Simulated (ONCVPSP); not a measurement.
**Ranking ONCV potentials for O (Z = 8)**

All share these settings but for the change named:

oxygen (O), optimised norm-conserving Vanderbilt (ONCV), made with ONCVPSP 4.0.1 (PBEsol, scalar-relativistic). Core [He], reference 2s2 2p4. Waves: 2s: rc 0.90 bohr, ncon 5, nbas 8, qcut 9.4 1/bohr, local; 2p: rc 1.05 bohr, ncon 4, nbas 8, qcut 8.3 1/bohr, 2 projectors, debl 2.5 Ha. Local part: the s channel. Core correction: polynomial model core, fcfact 0.2.

Cutoff: the first of the cutoffs (Ha) at which the residual kinetic energy of the hardest occupied pseudo-wave falls to 1 and 0.1 mHa per electron; the density cutoff is not measured.

The base gives 61 Ha.

Of 9 variants that were run, those that failed, showed a ghost or another fault, or gave nearly equal values are left out.

A variant can come out equal or close to the base.

Problem. Rank these variants from softest to hardest (loose cutoff).
A. p: qcut 5
B. non-relativistic
C. all radii but the core radius scaled by about 1.22 (s 1.10, p 1.28 bohr)
D. p: rc 1.22

Solution. C (35 Ha), D (42 Ha), B (61 Ha), A (181 Ha).
